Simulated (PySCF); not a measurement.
Ga(F)(SiH3)2 (FGaH₆Si₂), SMILES [F][Ga]([SiH3])[SiH3].

Coordinates come from a PBE0-D3(BJ)/def2-SVP optimisation.

Level of theory: PySCF with IEF-PCM-ωB97X/def2-SVP.

The values are the electrostatic part of the solvation free energy, E(continuum) − E(gas) at the gas-phase geometry, in a cavity of scaled van der Waals radii (PySCF's table); cavitation and dispersion terms are not included. A continuum can't describe solvent molecules that bind to the metal. In vacuum the orbital gap is 9.34 eV. The dipole moment in vacuum is 1.99 D.

```csv
solvent,ε,ΔG(elec) (kcal/mol),dipole (D),gap (eV)
water,78.36,-5.8,2.48,9.60
2-propanol,19.26,-5.4,2.44,9.58
dichloromethane,8.93,-4.8,2.39,9.55
```
